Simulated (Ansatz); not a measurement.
Two isomers of C3H7BFN: A = `N=CBCCF`, B = `BN/C(C)=C\F`.

Computed with Ansatz on PBE0-D4/def2-TZVP structures; ΔE is electronic, products minus reactants. CBS: MP2 limit from def2 TZ/QZ plus the TZ coupled-cluster correction, frozen cores. Functionals use def2-TZVPP. B3LYP here is the variant with VWN-RPA as its local correlation; programs differ in this. One conformer a species, not always the lowest.

A:

```xyz
13

N    -0.240   -2.827   -0.065
C     0.144   -1.618   -0.212
B    -0.850   -0.407   -0.199
C    -0.458    1.069    0.115
C     1.013    1.393    0.203
F     1.631    1.077   -1.000
H    -1.263   -2.862   -0.032
H     1.227   -1.472   -0.279
H    -2.010   -0.673   -0.370
H    -0.943    1.322    1.071
H    -0.952    1.733   -0.608
H     1.195    2.455    0.389
H     1.508    0.812    0.987
```

B:

Z-matrix (Å, degrees):
```
C
C 1 1.487
H 1 1.093 2 111.0
H 1 1.093 2 111.0 3 -119.2
H 1 1.090 2 110.2 3 120.4
N 2 1.396 1 118.9 3 59.6
C 2 1.330 1 120.7 3 -120.4
B 6 1.395 2 129.0 1 -0.0
H 6 1.010 2 112.5 1 180.0
F 7 1.348 2 120.8 1 180.0
H 7 1.080 2 125.6 1 -0.0
H 8 1.193 6 120.4 2 0.0
H 8 1.195 6 117.5 2 -180.0
```

**Question.** Which is lower in electronic energy at CCSD(T)/CBS, and by how much? (Estimate.)

**Answer.** Ansatz gave: B, by 127.9 kJ/mol.

**Question.** Give E(B) − E(A) in kJ/mol with r2SCAN-D4, PBE-D4, B3LYP, ωB97M-V, B2PLYP, MP2/def2-TZVPP, PBE0-D4. (Best estimate.)

**Answer.** Ansatz gave: r2SCAN-D4 -139.6, PBE-D4 -139.8, B3LYP -133.0, ωB97M-V -129.3, B2PLYP -131.3, MP2/def2-TZVPP -132.6, PBE0-D4 -138.0. None reverses the order clearly.

Largest T1 diagnostic: 0.013.

In def2-TZVPP, CCSD(T) changes the Hartree–Fock value by −9.7 kJ/mol (the triples alone add −2.4 kJ/mol) and MP2 by −17.3 kJ/mol.
